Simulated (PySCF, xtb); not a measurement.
Be(NMe2)(SH) (C2H7BeNS), SMILES C[N](C)[Be][SH]. The values are those of a single conformer.

Harmonic wavenumbers (cm⁻¹) from GFN2-xTB in xtb at its own minimum, in rising order: 65, 128, 159, 224, 226, 237, 302, 347, 476, 531, 916, 1051, 1088, 1106, 1136, 1169, 1339, 1411, 1424, 1479, 1488, 1494, 1505, 2500, 2902, 2904, 2925, 2932, 3031, 3032.

Q: What does PBE-D3(BJ)/def2-SVP (PySCF) give at its own minimum? (Estimate from the structure and the level; the computed values follow.)

A: 92, 138, 222, 242, 245, 297, 340, 386, 468, 644, 927, 1050, 1065, 1126, 1126, 1190, 1374, 1379, 1395, 1402, 1406, 1426, 1475, 2605, 2893, 2899, 2944, 2954, 3038, 3039. Paired by order, the mean absolute difference is 34 cm⁻¹ and the zero-point energies are 56.5 and 56.9 kcal/mol.
